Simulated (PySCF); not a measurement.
A structure optimised at PBE-D3(BJ)/def2-SVP, used in a PySCF frequency run:

```
Si
O 1 1.6737
H 2 0.9732 1 114.38
O 1 1.6802 2 114.17 3 -80.27
H 4 0.9753 1 113.13 2 -61.65
H 1 1.4979 2 112.05 3 35.75
S 1 2.1418 6 115.28 4 120.76
C 7 1.8425 1 98.46 6 -66.53
H 8 1.1059 7 106.90 1 -161.40
H 8 1.1064 9 109.30 7 -120.01
H 8 1.1072 9 108.99 10 -119.76
```
Charge 0, spin multiplicity 1.

### Question
Write its SMILES and formula.

### Answer
CS[SiH](O)O, CH₆O₂SSi

### Question
What are its rotational constants (standard atomic weights)?

### Answer
4.7879, 2.2278, 1.6663 GHz
